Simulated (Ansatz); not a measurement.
Ansatz (an electronic-structure program) input:

Ansatz 0.2 input:
```yaml
crystal:
  periodic: [false, false, false]
  atoms:
    - {symbol: Fe, position_ang: [-0.71605515, -0.53473644, -0.59062626]}
    - {symbol: Br, position_ang: [0.72368419, 0.49644925, 0.60449389]}
basis:
  gaussian:
    orbitals: def2-TZVP
hamiltonian:
  xc: b3lyp
  dispersion: d3bj
magnetization: {spin_polarized: true, initial_magnetization: 5}
relax: {f_tol: 0.002, max_steps: 150}
```

What final total energy does it print?

-3837.94843 Eh (B3LYP-D3(BJ)/def2-TZVP). The basis has 93 functions.

The spin state was set by rule; other spins were not relaxed.
